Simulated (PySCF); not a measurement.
**SrCa: one state, many levels of theory**

State: ¹Σ⁺ (singlet), closed shell. Set-up: Sr def2-SVP with ECP28, Ca def2-SVP; scalar-relativistic core potentials (PySCF 2.14). De refers to Sr + Ca in their ground configurations, without counterpoise correction. A positive dipole means Sr(−)Ca(+).

| Level | Re (Å) | ωe (cm⁻¹) | De (eV) | μ (D) |
| --- | --- | --- | --- | --- |
| RHF-MP2 | 4.738 | 41.1 | 0.123 | n/a |
| RHF-SCS-MP2 | 4.869 | 35.0 | 0.092 | n/a |
| RHF-CCSD | 4.840 | 35.3 | 0.092 | n/a |
| RHF-CCSD(T) | 4.691 | 42.4 | 0.124 | n/a |
| PBE | 4.343 | 69.4 | 0.237 | -0.40 |
| BLYP | 4.509 | 52.6 | 0.077 | -0.35 |
| r²SCAN | 4.388 | 68.7 | 0.235 | -0.23 |
| PBE0 | 4.429 | 63.6 | 0.196 | -0.29 |
| BHandHLYP | 4.785 | 37.5 | 0.038 | -0.13 |
| B2PLYP | 4.676 | 42.7 | 0.073 | -0.11 |

**Question.** Which functional lies closest to RHF-CCSD(T) in De, which farthest, and by how much do they differ from it?

**Answer.** Closest is BLYP (-18.2 pm in Re, +24.1 % in ωe, -0.05 eV in De against RHF-CCSD(T) in the same basis), farthest PBE (-34.8 pm in Re, +63.7 % in ωe, +0.11 eV in De). CCSD(T) converges more slowly with the basis than the functionals do and binds too weakly in this one, so the order can change at the basis-set limit.

**Question.** What does a quarter of exact exchange do here, going from PBE to PBE0?

**Answer.** PBE0 less PBE: +8.6 pm in Re, -8.4 % in ωe, -0.04 eV in De. Exact exchange removes part of the self-interaction that spreads semilocal densities, and in most molecules shortens and stiffens the bond and lowers De; here Re and ωe go the other way.

**Question.** What does the step from GGA to meta-GGA do here, going from PBE to r²SCAN?

**Answer.** r²SCAN less PBE: +4.5 pm in Re, -1.0 % in ωe, -0.00 eV in De. 

Correlated steps freeze 5 core orbitals. Closed-shell solutions of metal pairs were not tested for spin polarisation, which can lower them a little. The bond is weak. Basis-set superposition, not corrected here, can be much of De in a small basis, most of all at correlated wavefunction levels. Functionals without a dispersion term scatter widely for such bonds, and LDA overbinds them. B2PLYP dipoles, levels and charges come from its SCF part alone.
